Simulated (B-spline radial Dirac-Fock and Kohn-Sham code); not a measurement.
Calculated with an atomic code on a B-spline grid, using the Dirac equation of a negative muon with reduced mass in the field of a spherical finite nucleus, with the Uehling potential to all orders; nuclear polarisation, deformation, hyperfine structure, self-energy, higher-order vacuum polarisation, relativistic recoil and electron screening are left out. The nuclear charge is a Fermi distribution (skin thickness 2.3 fm).

**Question.** A muonic atom of atomic mass 200.97 u emits these computed lines: 2p3/2 → 1s1/2 5832 keV, 3d5/2 → 2p3/2 2393 keV, 4f7/2 → 3d5/2 892.5 keV, 5g9/2 → 4f7/2 410.4 keV. Which element is it, and what rms charge radius was used?

**Answer.** Mercury (Z = 80, nuclide ²⁰¹Hg); the high transitions hardly feel the nucleus and fix Z. The 2p → 1s line lies 9432 keV below the value for a point nucleus without QED, which for this nuclear model gives a radius near 5.46 fm (5.4581 fm was used).
